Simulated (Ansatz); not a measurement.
Reaction (ligand exchange at the Si–O bond): `F[SiH](F)[O][GeH3]` + `N[SiH](Cl)Cl` → `F[SiH](F)N[SiH](Cl)Cl` + `[OH][GeH3]`

Gas-phase electronic energies from Ansatz, PBE0-D4/def2-TZVP geometries. CCSD(T)/CBS adds triple-zeta CCSD(T) − MP2 to the extrapolated MP2 energy (def2 sets, frozen cores). For Ge outer-core shells are correlated without core-valence functions, which leaves a few kJ/mol of doubt a bond. Scalar relativity is left out up to krypton. Each species was taken in one conformer, which may not be the lowest.

| species | CCSD(T)/def2-TZVPP energy (Eh) |
| --- | --- |
| `F[SiH](F)[O][GeH3]` | -2641.89496 |
| `N[SiH](Cl)Cl` | -1265.12675 |
| `F[SiH](F)N[SiH](Cl)Cl` | -1753.84673 |
| `[OH][GeH3]` | -2153.15031 |

Q: Work out ΔE.

A: ΔE = (-1753.84673) + (-2153.15031) − (-2641.89496) − (-1265.12675) = 0.02467 Eh = +64.8 kJ/mol. CCSD(T)/CBS gives +64.4 kJ/mol.

Largest T1 diagnostic among the species: 0.012.

The D4 term adds −6.1 kJ/mol with B3LYP and −3.5 kJ/mol with PBE0; it sums over pairs of atoms, weighted by their polarisabilities, and B3LYP, whose exchange is more repulsive, gets the larger term. In def2-TZVPP, CCSD(T) changes the Hartree–Fock value by −16.3 kJ/mol (the triples alone add −2.5 kJ/mol) and MP2 by −16.9 kJ/mol.

B3LYP here is the variant with VWN-RPA as its local correlation; programs differ in this.
